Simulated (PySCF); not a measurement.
**Frontier levels across methods**

Species: C2H7BN2.
Cartesian coordinates in Å at the PBE0-D3(BJ)/def2-SVP level; atoms count from 1:
```xyz
12
C2H7BN2 angstrom
C      1.9864    0.2713   -0.0688
C      0.8238    0.6191    0.4954
B     -0.5739   -0.0097    0.1243
N     -1.7417    0.7722    0.3074
N     -0.6337   -1.3281   -0.3906
H      2.9405    0.7396    0.1982
H      2.0356   -0.5016   -0.8457
H      0.8556    1.4201    1.2483
H     -1.6984    1.7398    0.5906
H     -2.6745    0.4618    0.0749
H      0.1747   -1.9319   -0.3963
H     -1.4869   -1.7877   -0.6748
```

Basis pcSseg-2 throughout (PySCF), one geometry. Geometry: PBE0-D3(BJ)/def2-SVP; no solvent, vibrations or thermal averaging.

Question: How do the orbital energies, the gap and the dipole change with the method?

Answer: 
```
   method                    kind  HOMO (eV)  LUMO (eV)  gap (eV)  μ (D)  SCF cycles
     BLYP                     GGA      -5.43      -1.03      4.40   1.32          15
     OPBE                     GGA      -5.49      -1.04      4.45   1.33          15
    B97-D                     GGA      -5.53      -1.05      4.48   1.30          14
      PBE                     GGA      -5.55      -1.17      4.38   1.33          15
      KT3                     GGA      -5.61      -1.11      4.50   1.27          14
      KT2                     GGA      -5.63      -1.15      4.47   1.27          15
     BP86                     GGA      -5.66      -1.24      4.41   1.32          14
      LDA                     LDA      -5.73      -1.40      4.33   1.34          14
    B97-2           global hybrid      -6.65      -0.23      6.41   1.22          13
    B3LYP           global hybrid      -6.69      -0.43      6.26   1.24          14
     PBE0           global hybrid      -6.92      -0.20      6.72   1.23          14
 mPW1PW91           global hybrid      -6.95      -0.21      6.74   1.23          14
BHandHLYP           global hybrid      -8.23       0.82      9.05   1.14          12
CAM-B3LYP  range-separated hybrid      -8.36       0.90      9.25   1.20          12
  wB97X-D  range-separated hybrid      -8.83       1.60     10.44   1.22          13
  LC-wPBE  range-separated hybrid      -9.76       2.05     11.81   1.19          12
       HF            Hartree–Fock      -9.79       2.69     12.48   1.04          11
```

The HOMO spans 4.36 eV, from BLYP down to HF, and the gap runs from 4.33 eV (LDA) to 12.48 eV (HF). Over the methods BLYP (0 %), OPBE (0 %), B97-D (0 %), PBE (0 %), KT3 (0 %), KT2 (0 %), BP86 (0 %), LDA (0 %), B97-2 (21 %), B3LYP (20 %), PBE0 (25 %), mPW1PW91 (25 %), BHandHLYP (50 %), HF (100 %), a straight line through the gap against the share of exact exchange rises by 0.83 eV for each 10 % (correlation coefficient 0.997). The dipole ranges from 1.04 D (HF) to 1.34 D (LDA). This basis has no diffuse functions.
